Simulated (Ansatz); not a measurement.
Vertical singlet–triplet gap (eV) of eight silicon and germanium compounds: PBE beside PBE0, computed with Ansatz (a program for electronic structure) for isolated molecules in the bases named; differences from unrounded values. The eight are the first of their class met in an unordered collection, after screening for sound electronic states; none was chosen by its value. Functionals give these values as differences of separate SCF runs (ΔSCF), EOM-CCSD as a root; each molecule has one DFT geometry for both levels.

```
molecule                                                    basis  PBE0
------------------------------------------------------  ---------  ----
C2H8FNOSi, SMILES F[Si@@](CC)(N)O                       def2-SVPD  6.55
C4H10OSi, SMILES C(O/C=C/C)[SiH3]                       def2-SVPD  3.95
N-silylprop-2-yn-1-amine (C3H7NSi), SMILES C#CCN[SiH3]  def2-SVPD  5.40
GeH₇NSi, SMILES [SiH3][NH][GeH3]                        def2-SVPD  5.30
C2H14Si4, SMILES [SiH3]C[SiH2][SiH2]C[SiH3]             def2-SVPD  5.74
C3H10Si, SMILES C[SiH](C)C                              def2-SVPD  7.94
Si(H)(Me)(SH)2 (CH₆S₂Si), SMILES C[SiH](S)S             def2-SVPD  5.66
C3H10OSi2, SMILES C[C@@H]1O[C@H]([SiH3])[SiH2]1         def2-SVPD  5.49
```

### Question
Estimate the PBE values and say how PBE differs from PBE0 over the set. (Estimate from the structure and the level; the computed values follow.)

### Answer

```json
[
 {"molecule": "C2H8FNOSi, SMILES F[Si@@](CC)(N)O", "PBE": "6.25", "difference": "-0.30"},
 {"molecule": "C4H10OSi, SMILES C(O/C=C/C)[SiH3]", "PBE": "4.01", "difference": "0.06"},
 {"molecule": "N-silylprop-2-yn-1-amine (C3H7NSi), SMILES C#CCN[SiH3]", "PBE": "5.13", "difference": "-0.26"},
 {"molecule": "GeH₇NSi, SMILES [SiH3][NH][GeH3]", "PBE": "4.97", "difference": "-0.33"},
 {"molecule": "C2H14Si4, SMILES [SiH3]C[SiH2][SiH2]C[SiH3]", "PBE": "5.37", "difference": "-0.36"},
 {"molecule": "C3H10Si, SMILES C[SiH](C)C", "PBE": "7.40", "difference": "-0.54"},
 {"molecule": "Si(H)(Me)(SH)2 (CH₆S₂Si), SMILES C[SiH](S)S", "PBE": "5.19", "difference": "-0.47"},
 {"molecule": "C3H10OSi2, SMILES C[C@@H]1O[C@H]([SiH3])[SiH2]1", "PBE": "5.03", "difference": "-0.46"}
]
```
PBE lies below PBE0 in 7 and above it in 1 of the eight; the mean signed difference is -0.33 and the largest -0.54 eV.
